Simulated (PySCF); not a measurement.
A PySCF script (with the pyscf-properties extension) for the NMR shieldings of SMILES C=C[C@@H](CC)[SiH2][O][AlH2], C5H13AlOSi, on a GFN2-xTB geometry:

```python
import basis_set_exchange as bse
import numpy as np
from pyscf import gto, dft
from pyscf.prop import nmr

atoms = """
C     0.742846   -2.096294   -0.399039
C    -0.144369   -1.302438    0.227402
C    -0.497555    0.060202   -0.189349
C    -1.903836    0.471344    0.243644
C    -2.249005    1.889063   -0.189891
Si    0.901225    1.200895    0.550249
O     2.215652    0.269621    0.546206
Al    2.896032   -1.269327    0.305118
H     0.905552   -3.115006   -0.073748
H     1.069578   -1.865158   -1.408093
H    -0.566421   -1.628812    1.170803
H    -0.413654    0.145258   -1.276747
H    -2.631739   -0.219192   -0.194006
H    -1.988303    0.394461    1.329723
H    -3.279732    2.123917    0.065885
H    -2.132030    1.996720   -1.265897
H    -1.598988    2.610038    0.299506
H     1.131267    2.337347   -0.337558
H     0.584732    1.553208    1.933021
H     3.730570   -1.467059   -0.977723
H     3.219259   -2.071847    1.581067
"""
names = dict.fromkeys(["C", "Si", "O", "Al", "H"], "pcSseg-1")
basis = {el: gto.basis.parse(bse.get_basis(n, elements=[el], fmt="nwchem")) for el, n in names.items()}
mol = gto.M(atom=atoms, basis=basis, charge=0, verbose=0)
mf = dft.RKS(mol, xc="PBE0")
mf.grids.level = 2
mf.grids.alignment = dft.numint.BLKSIZE   # the property module wants whole blocks of grid points
mf.conv_tol = 1e-9
mf.kernel()

calc = nmr.RKS(mf)   # GIAO
C = mf.mo_coeff
Co = C[:, mf.mo_occ > 0]
resp = mf.gen_response(singlet=True, hermi=2)
def vind(x):   # induced exchange potential for any number of trial vectors
    d = np.einsum("pi,xij,qj->xpq", C, 2 * x.reshape(-1, C.shape[1], Co.shape[1]), Co, optimize=True)
    return np.einsum("xpq,pi,qj->xij", resp(d - d.transpose(0, 2, 1)), C, Co, optimize=True).ravel()
mo1, _ = nmr.rhf.solve_mo1(calc, with_cphf=vind)
sigma = calc.kernel(mo1)
for i, s in enumerate(sigma):   # ppm
    w = np.linalg.eigvalsh((s + s.T) / 2)
    print("%2d %-2s iso %8.1f  s11 %8.1f  s22 %8.1f  s33 %8.1f" % (i, mol.atom_pure_symbol(i), w.mean(), *w))
```

Problem. What are the results?

Solution. 
```
 0 C  iso     87.6  s11     -8.7  s22    110.5  s33    161.1
 1 C  iso     -4.0  s11   -139.3  s22    -23.9  s33    151.2
 2 C  iso    135.8  s11    105.9  s22    139.0  s33    162.4
 3 C  iso    160.4  s11    146.8  s22    163.3  s33    171.1
 4 C  iso    171.0  s11    160.8  s22    167.4  s33    184.9
 5 Si iso    369.6  s11    317.5  s22    354.5  s33    436.6
 6 O  iso    250.9  s11    135.2  s22    268.7  s33    348.8
 7 Al iso    408.1  s11    367.9  s22    397.9  s33    458.5
 8 H  iso     26.5  s11     23.2  s22     26.1  s33     30.2
 9 H  iso     26.5  s11     22.4  s22     26.1  s33     31.0
10 H  iso     24.2  s11     19.9  s22     24.4  s33     28.4
11 H  iso     29.4  s11     25.5  s22     30.0  s33     32.7
12 H  iso     29.6  s11     24.1  s22     29.0  s33     35.6
13 H  iso     30.0  s11     26.0  s22     29.0  s33     34.9
14 H  iso     30.4  s11     25.7  s22     27.4  s33     38.0
15 H  iso     30.7  s11     26.6  s22     29.0  s33     36.5
16 H  iso     30.8  s11     26.0  s22     30.3  s33     36.2
17 H  iso     26.3  s11     22.1  s22     25.7  s33     31.2
18 H  iso     26.8  s11     22.7  s22     26.0  s33     31.8
19 H  iso     27.4  s11     24.4  s22     24.8  s33     32.9
20 H  iso     27.4  s11     24.3  s22     24.8  s33     32.9
```

These numbers come from an equivalent density-fitted implementation of the same equations, which agrees with the script to about 0.01 ppm for H and up to a few tenths of a ppm for heavy atoms, so last digits may differ.

Size and cost of the density-fitted run: 215 basis functions, 82 s wall time on 1 thread of an Arm Neoverse N1, shared host; peak memory 1 GiB.
